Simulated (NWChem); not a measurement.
System: sulfuric acid (H$_{2}$SO$_{4}$); SMILES OS(=O)(O)=O

Output (shortened):

```
             Northwest Computational Chemistry Package (NWChem) 7.3.0
             --------------------------------------------------------

                             Geometry "geometry" -> ""
                             -------------------------

 Output coordinates in angstroms (scale by  1.889725989 to convert to a.u.)

  No.       Tag          Charge          X              Y              Z
 ---- ---------------- ---------- -------------- -------------- --------------
    1 O                    8.0000     0.82192800     0.95137000     0.80699400
    2 S                   16.0000    -0.19131900    -0.00017300    -0.00106100
    3 O                    8.0000    -0.85320000     0.78820700    -1.00375900
    4 O                    8.0000    -0.86205700    -0.78923000     0.99520000
    5 O                    8.0000     0.83062500    -0.95073800    -0.79930100
    6 H                    1.0000     1.08278200     1.68259200     0.22493400
    7 H                    1.0000     1.08659300    -1.68166100    -0.21469000

 Effective nuclear repulsion energy (a.u.)     286.6119762500

                                 NWChem DFT Module
                                 -----------------

 Summary of "ao basis" -> "ao basis" (spherical)
 ------------------------------------------------------------------------------
       Tag                 Description            Shells   Functions and Types
 ---------------- ------------------------------  ------  ---------------------
 O                          def2-svp                 6       14   3s2p1d
 S                          def2-svp                 8       18   4s3p1d
 H                          def2-svp                 3        5   2s1p

            General Information
            -------------------
          SCF calculation type: DFT
          Wavefunction type:  closed shell.
          No. of atoms     :     7
          No. of electrons :    50
           Alpha electrons :    25
            Beta electrons :    25
          Charge           :     0
          Spin multiplicity:     1
          Use of symmetry is: off; symmetry adaption is: off
          Maximum number of iterations: 150
          AO basis - number of functions:    84
                     number of shells:    38
          Convergence on energy requested:  1.00D-06
          Convergence on density requested:  1.00D-05
          Convergence on gradient requested:  5.00D-04

              XC Information
              --------------
                         B3LYP Method XC Potential
                     Hartree-Fock (Exact) Exchange  0.200
                        Slater Exchange Functional  0.800 local
                    Becke 1988 Exchange Functional  0.720 non-local
              Lee-Yang-Parr Correlation Functional  0.810
                  VWN I RPA Correlation Functional  0.190 local

             Grid Information
             ----------------
          Grid used for XC integration:  medium
          Radial quadrature: Mura-Knowles
          Angular quadrature: Lebedev.
          Tag              B.-S. Rad. Rad. Pts. Rad. Cut. Ang. Pts.
          ---              ---------- --------- --------- ---------
          O                   0.60       49           9.0       434
          S                   1.00       88           7.0       590
          H                   0.35       45          10.0       434
          Grid pruning is: on
          Number of quadrature shells:   374
          Spatial weights used:  Erf1

      Superposition of Atomic Density Guess
      -------------------------------------

 Sum of atomic energies:        -697.11049194

      Non-variational initial energy
      ------------------------------

 Total energy =    -699.242811
 1-e energy   =   -1533.580231
 2-e energy   =     547.725444
 HOMO         =      -0.425738
 LUMO         =       0.095215

     ---------------------------------------------
      Total Density - Mulliken Population Analysis
     ---------------------------------------------

    Atom       Charge   Shell Charges
 -----------   ------   -------------------------------------------------------
    1 O    8     8.61   1.99  1.10  0.65  2.96  1.89  0.01
    2 S   16    13.73   2.00  1.99  0.93  0.08  5.93  1.22  1.06  0.52
    3 O    8     8.87   1.99  1.13  0.72  3.05  1.97  0.01
    4 O    8     8.87   1.99  1.13  0.72  3.05  1.97  0.01
    5 O    8     8.61   1.99  1.10  0.65  2.96  1.89  0.01
    6 H    1     0.66   0.52  0.08  0.06
    7 H    1     0.66   0.52  0.08  0.06

   convergence    iter        energy       DeltaE   RMS-Dens  Diis-err
 ---------------- ----- ----------------- --------- --------- ---------
 d= 0,ls=0.0,diis     1   -699.6166048241 -9.86D+02  3.12D-02  2.31D+00
 d= 0,ls=0.0,diis     2   -699.2224295306  3.94D-01  2.00D-02  6.87D+00
 d= 0,ls=0.0,diis     3   -699.8478479695 -6.25D-01  3.60D-03  1.43D-01
 d= 0,ls=0.0,diis     4   -699.8572078820 -9.36D-03  1.34D-03  4.18D-02
 d= 0,ls=0.0,diis     5   -699.8610346332 -3.83D-03  2.16D-04  1.10D-03
  Resetting Diis
 d= 0,ls=0.0,diis     6   -699.8611289892 -9.44D-05  4.60D-05  2.93D-05
 d= 0,ls=0.0,diis     7   -699.8611319882 -3.00D-06  6.89D-06  2.40D-07
 d= 0,ls=0.0,diis     8   -699.8611319919 -3.70D-09  4.13D-06  2.07D-07

         Total DFT energy =     -699.861131991922
      One electron energy =    -1532.828123806096
           Coulomb energy =      607.316385357868
    Exchange-Corr. energy =      -60.961369793706
 Nuclear repulsion energy =      286.611976250012

 Numeric. integr. density =       50.000000883065

                       DFT Final Molecular Orbital Analysis
                       ------------------------------------

 Vector   23  Occ=2.000000D+00  E=-3.457892D-01
              MO Center= -6.4D-01,  5.0D-03, -9.3D-03, r^2= 2.4D+00
   Bfn.  Coefficient  Atom+Function         Bfn.  Coefficient  Atom+Function
  ----- ------------  ---------------      ----- ------------  ---------------
    37      0.326454  3 O  py                51     -0.324387  4 O  py
    38      0.276780  3 O  pz                52     -0.273473  4 O  pz
    40      0.242264  3 O  py                54     -0.240864  4 O  py
    41      0.201738  3 O  pz                55     -0.199428  4 O  pz
     6      0.123632  1 O  pz                66     -0.124212  5 O  pz

 Vector   24  Occ=2.000000D+00  E=-3.454831D-01
              MO Center=  9.7D-02, -5.4D-03,  6.4D-03, r^2= 2.8D+00
   Bfn.  Coefficient  Atom+Function         Bfn.  Coefficient  Atom+Function
  ----- ------------  ---------------      ----- ------------  ---------------
     4      0.321222  1 O  px                64     -0.320867  5 O  px
    52      0.241123  4 O  pz                 7      0.237914  1 O  px
    38      0.237103  3 O  pz                67     -0.237713  5 O  px
    51      0.168813  4 O  py                55      0.168604  4 O  pz
    41      0.165693  3 O  pz                37      0.164846  3 O  py

 Vector   25  Occ=2.000000D+00  E=-3.326397D-01
              MO Center= -6.0D-01, -4.3D-04, -3.0D-03, r^2= 2.5D+00
   Bfn.  Coefficient  Atom+Function         Bfn.  Coefficient  Atom+Function
  ----- ------------  ---------------      ----- ------------  ---------------
    36      0.337328  3 O  px                50     -0.336030  4 O  px
    39      0.244562  3 O  px                53     -0.243624  4 O  px
    37      0.224933  3 O  py                51      0.224617  4 O  py
    40      0.161211  3 O  py                52     -0.161359  4 O  pz
    54      0.160982  4 O  py                38     -0.158131  3 O  pz

 Vector   26  Occ=0.000000D+00  E= 7.140650D-03
              MO Center=  8.5D-01,  4.9D-04,  4.0D-03, r^2= 4.8D+00
   Bfn.  Coefficient  Atom+Function         Bfn.  Coefficient  Atom+Function
  ----- ------------  ---------------      ----- ------------  ---------------
    76      0.765358  6 H  s                 81      0.765270  7 H  s
     3     -0.606696  1 O  s                 63     -0.606640  5 O  s
    18      0.567928  2 S  s                 17      0.290255  2 S  s
     9      0.237227  1 O  pz                69     -0.236998  5 O  pz
    35     -0.211882  3 O  s                 49     -0.211890  4 O  s

 Vector   27  Occ=0.000000D+00  E= 3.903735D-02
              MO Center=  1.0D+00,  3.3D-04,  4.7D-03, r^2= 5.4D+00
   Bfn.  Coefficient  Atom+Function         Bfn.  Coefficient  Atom+Function
  ----- ------------  ---------------      ----- ------------  ---------------
    76      0.921478  6 H  s                 81     -0.921518  7 H  s
     3     -0.565818  1 O  s                 63      0.565871  5 O  s
    27      0.375162  2 S  pz                 8     -0.195055  1 O  py
    68     -0.195004  5 O  py                75      0.164810  6 H  s
    80     -0.164820  7 H  s                  5     -0.151409  1 O  py

 Vector   28  Occ=0.000000D+00  E= 8.193984D-02
              MO Center= -2.0D-01, -1.5D-03, -1.5D-03, r^2= 2.4D+00
   Bfn.  Coefficient  Atom+Function         Bfn.  Coefficient  Atom+Function
  ----- ------------  ---------------      ----- ------------  ---------------
    26      0.916456  2 S  py                27      0.512968  2 S  pz
    23      0.410531  2 S  py                76     -0.349650  6 H  s
    81      0.350993  7 H  s                  7      0.311683  1 O  px
    67     -0.312970  5 O  px                24      0.257494  2 S  pz
     4      0.225807  1 O  px                64     -0.226742  5 O  px

     ---------------------------------------------
      Total Density - Mulliken Population Analysis
     ---------------------------------------------

    Atom       Charge   Shell Charges
 -----------   ------   -------------------------------------------------------
    1 O    8     8.32   1.99  1.10  0.66  2.88  1.69  0.01
    2 S   16    14.92   2.00  1.98  1.22  0.00  5.92  1.70  1.24  0.85
    3 O    8     8.42   1.99  1.11  0.74  2.83  1.73  0.02
    4 O    8     8.42   1.99  1.11  0.74  2.83  1.73  0.02
    5 O    8     8.32   1.99  1.10  0.66  2.88  1.69  0.01
    6 H    1     0.79   0.66  0.06  0.07
    7 H    1     0.79   0.66  0.06  0.07

     -------------------------------------------
      Total Density - Lowdin Population Analysis
     -------------------------------------------

    Atom       Charge   Shell Charges
 -----------   ------   -------------------------------------------------------
    1 O    8     8.23   1.97  0.92  0.63  2.73  1.96  0.02
    2 S   16    14.78   2.00  1.92  0.75  0.33  5.79  1.59  1.30  1.10
    3 O    8     8.47   1.98  0.98  0.72  2.71  2.05  0.03
    4 O    8     8.47   1.98  0.98  0.72  2.71  2.05  0.03
    5 O    8     8.23   1.97  0.92  0.63  2.73  1.96  0.02
    6 H    1     0.91   0.55  0.18  0.18
    7 H    1     0.91   0.55  0.18  0.18

     Multipole analysis of the density
     ---------------------------------

     L   x y z        total         alpha         beta         nuclear
     -   - - -        -----         -----         ----         -------
     0   0 0 0     -0.000000    -25.000000    -25.000000     50.000000

     1   1 0 0      1.184643      1.908857      1.908857     -2.633070
     1   0 1 0      0.000676      0.005029      0.005029     -0.009382
     1   0 0 1      0.005766      0.015790      0.015790     -0.025814

     2   2 0 0    -25.692817    -58.612306    -58.612306     91.531795
     2   1 1 0     -0.006141      0.004000      0.004000     -0.014141
     2   1 0 1      0.019068      0.015964      0.015964     -0.012861
     2   0 2 0    -21.140200    -64.286755    -64.286755    107.433310
     2   0 1 1      0.778008     -0.232404     -0.232404      1.242816
     2   0 0 2    -29.766702    -62.023753    -62.023753     94.280803

                     NWChem Electrostatic Potential Fit Module
                     -----------------------------------------

 Atom parameters

 Number of atoms is                                    7
 Number of basis functions is                         84

 Grid parameters

 Maximum number of grid points is                  31992
 Number of grid points is                          31991
 Grid range                                     0.300000 nm
 Grid spacing                                   0.020000 nm
 Probe radius                                   0.070000 nm
 Atom radius factor                             1.000000

 Atomic radii

    1    0.100000
    8    0.136000
   16    0.174000
 FASTESP  F
  using M.O. file = ./job.movecs

    Atom              Coordinates                           Charge

                                                  ESP

    1 O     0.082193    0.095137    0.080699   -0.572930
    2 S    -0.019132   -0.000017   -0.000106    1.358015
    3 O    -0.085320    0.078821   -0.100376   -0.529752
    4 O    -0.086206   -0.078923    0.099520   -0.530036
    5 O     0.083063   -0.095074   -0.079930   -0.572856
    6 H     0.108278    0.168259    0.022493    0.423740
    7 H     0.108659   -0.168166   -0.021469    0.423819
                                            ------------
                                               -0.000000

 Dipole moment                                  1.174840

 Quadrupole moment Qxx                         -1.316605
                   Qyy                         13.832337
                   Qzz                        -12.515733

 RMS deviation kJ/mol                           0.044735

 RRMS %                                        11.727867
```

Level: B3LYP/def2-SVP. Geometry: optimised at PBE0/def2-SVP.

Q: Which NWChem input produces such a log?

A: Several could match; the one computed here: the input that was run:
```
start job
memory heap 200 mb stack 900 mb global 1100 mb
geometry units angstroms noautosym nocenter noautoz
  O      0.821928     0.951370     0.806994
  S     -0.191319    -0.000173    -0.001061
  O     -0.853200     0.788207    -1.003759
  O     -0.862057    -0.789230     0.995200
  O      0.830625    -0.950738    -0.799301
  H      1.082782     1.682592     0.224934
  H      1.086593    -1.681661    -0.214690
end
basis spherical
  * library def2-svp
end
dft
  xc b3lyp
  iterations 150
  mulliken
end
task dft energy
esp
  recalculate
  probe 0.07
  range 0.3
  factor 1.0
  spacing 0.02
end
task esp
```
